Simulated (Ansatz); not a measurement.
A run for Ansatz (a first-principles code): R-CAM-B3LYP/def2-TZVPP on HfH+, 2S+1 = 1, a spin state set in the input, which need not be the lowest, a point of a bond scan (R = 1.762 Å). Charge +1. Elements past Kr take the def2 small-core potentials; no spin–orbit coupling.

Ansatz 0.2 input:
```yaml
crystal:
  periodic: [false, false, false]
  atoms:
    - {symbol: Hf, position_ang: [0.00000000, 0.00000000, 0.00000000]}
    - {symbol: H, position_ang: [0.00000000, 0.00000000, 1.76209300]}
basis:
  gaussian:
    orbitals: def2-TZVPP
    pivot_positions_ang: [[0.00000000, 0.00000000, 0.00000000], [0.00000000, 0.00000000, 1.76209300]]
hamiltonian:
  xc: {name: CAM-B3LYP}
total_charge: 1
output: {forces: true, orbitals: {seedname: ./end}}
```

Question: Predict the final total energy.

Answer: -48.1612 hartree.
